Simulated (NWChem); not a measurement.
C2H6Sn; SMILES C=[CH][SnH3]

def2 effective core potentials on Sn; no spin-orbit coupling.

Problem. Give the equilibrium geometry at PBE0/def2-SVP with def2 effective core potentials on Sn (NWChem) as a list of bonds and angles, with the point group.

Solution. point group Cs; any orientation.
Bonds (Å): Sn1–C2 2.138, Sn1–H4 1.716, Sn1–H5 1.716, Sn1–H6 1.715, C2–C3 1.336, C2–H7 1.097, C3–H8 1.096, C3–H9 1.097. Bond angles (°): C2–Sn1–H4 110.5, C2–Sn1–H5 110.5, C2–Sn1–H6 107.7, H4–Sn1–H5 108.5, H4–Sn1–H6 109.9, H5–Sn1–H6 109.9, Sn1–C2–C3 123.1, Sn1–C2–H7 118.3, C3–C2–H7 118.7, C2–C3–H8 122.4, C2–C3–H9 121.8, H8–C3–H9 115.8.
